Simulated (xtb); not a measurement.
disulfane (H2S2), SMILES SS. All values are semi-empirical tight-binding results from xtb (GFN2-xTB unless named), good for trends rather than for accurate numbers. Geometry: GFN2-xTB.

Optimised geometry:

```xyz
4

S      0.0704    -1.0201     0.0522
S     -0.0704     1.0201     0.0522
H     -0.8994    -1.2767    -0.8360
H      0.8994     1.2767    -0.8360
```
Charge 0, spin multiplicity 1.

- point group as xtb finds it = C2
- orbital gap = 3.48 eV
- zero-point energy = 10.2 kcal/mol
- G − E(el) at 298.15 K (modified RRHO) = -5.0 kcal/mol
- static polarisability (D4 model) = 44.5 bohr³
- solvation energy, GFN2-xTB/ALPB(water) = -0.7 kcal/mol
- solvation energy, GFN2-xTB/ALPB(ch2cl2) = -3.8 kcal/mol

Computed atomic charges and the Wiberg bond orders between heavy atoms:
charges (e) S1 -0.16, S2 -0.16, H3 0.16, H4 0.16. Bond orders S1–S2 1.24.
